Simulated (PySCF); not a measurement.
**Correlation energy of C⁺ (carbon, charge +1)**

[He] 2s2 2p1, 2P determinant. All numbers are calculated (PySCF 2.14, the spin-free X2C one-electron Hamiltonian (Gaussian nucleus), in dyall-acv3z). Frozen: 1s2; 3 electrons correlated; the 19 highest virtual orbitals of each spin left out.

```json
{"level": "CCSD", "correlation energy (mhartree)": "-76.39"}
{"level": "(T)", "correlation energy (mhartree)": "-1.19"}
{"level": "CCSD(T)", "correlation energy (mhartree)": "-77.58"}
```

Diagnostics: T1 = 0.0099, D1 = 0.0184, largest double amplitude 0.131.

Cost of the coupled-cluster step: about 8 core-seconds, for 3 correlated electrons.

Iterations:

```
CC2 = 0
CCSD nocc = (np.int64(2), np.int64(1)), nmo = (56, 56)
frozen orbitals [[0, 57, 58, 59, 60, 61, 62, 63, 64, 65, 66, 67, 68, 69, 70, 71, 72, 73, 74, 75], [0, 57, 58, 59, 60, 61, 62, 63, 64, 65, 66, 67, 68, 69, 70, 71, 72, 73, 74, 75]]
max_cycle = 100
direct = 0
conv_tol = 1e-08
conv_tol_normt = 1e-06
diis_space = 8
diis_start_cycle = 0
Init t2, MP2 energy = -0.0530198394084604
Init E_corr(UCCSD) = -0.0530198394439607
cycle = 1  E_corr(UCCSD) = -0.0662748515939256  dE = -0.0132550121  norm(t1,t2) = 0.0538448
cycle = 2  E_corr(UCCSD) = -0.0714925647655082  dE = -0.00521771317  norm(t1,t2) = 0.026646
cycle = 3  E_corr(UCCSD) = -0.0764433366770905  dE = -0.00495077191  norm(t1,t2) = 0.0139214
cycle = 4  E_corr(UCCSD) = -0.0763644749813621  dE = 7.88616957e-05  norm(t1,t2) = 0.00120496
cycle = 5  E_corr(UCCSD) = -0.076407344859484  dE = -4.28698781e-05  norm(t1,t2) = 0.000193484
cycle = 6  E_corr(UCCSD) = -0.0763894936892766  dE = 1.78511702e-05  norm(t1,t2) = 4.63303e-05
cycle = 7  E_corr(UCCSD) = -0.0763947134562356  dE = -5.21976696e-06  norm(t1,t2) = 1.50355e-05
cycle = 8  E_corr(UCCSD) = -0.0763945210946385  dE = 1.92361597e-07  norm(t1,t2) = 2.05609e-06
cycle = 9  E_corr(UCCSD) = -0.076394385703624  dE = 1.35391015e-07  norm(t1,t2) = 4.83185e-07
cycle = 10  E_corr(UCCSD) = -0.0763944184036865  dE = -3.27000625e-08  norm(t1,t2) = 1.21802e-07
cycle = 11  E_corr(UCCSD) = -0.0763944175898853  dE = 8.13801165e-10  norm(t1,t2) = 2.1992e-08
UCCSD converged
E(UCCSD) = -37.38825433154005  E_corr = -0.07639441758988534
UCCSD(T) correction = -0.00118772472402661
```
